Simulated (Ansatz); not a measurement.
C$_{2}$H$_{4}$FNSi (`FC1C=N[SiH2]1`) at its PBE0-D4/def2-TZVP geometry, where that method's forces vanish. Charge 0, multiplicity 1.

```xyz
9

F    -1.6051   -0.1293   -1.2835
C    -0.3342    0.1403   -0.8280
C    -0.2435    1.1231    0.3212
N     0.4864    0.6689    1.2726
Si    0.5492   -0.9338    0.4863
H     0.2779    0.4618   -1.6776
H    -0.7137    2.1138    0.3341
H     1.8961   -1.5066    0.2234
H    -0.3132   -1.9382    1.1515
```

**Question.** What forces (eV/Å) does B3LYP-D4/def2-TZVPP give on these atoms in Ansatz? (Best estimate.)

**Answer.** Computed: 
```
F1  -0.398 -0.085 -0.138
C2   0.419  0.069 -0.063
C3  -0.108  0.348  0.036
N4   0.023  0.004  0.087
Si5  0.125 -0.345  0.078
H6  -0.061 -0.022  0.037
H7   0.024 -0.061 -0.010
H8  -0.085  0.033  0.016
H9   0.060  0.059 -0.044
```

B3LYP here is the variant with VWN-RPA as its local correlation; programs differ in this.
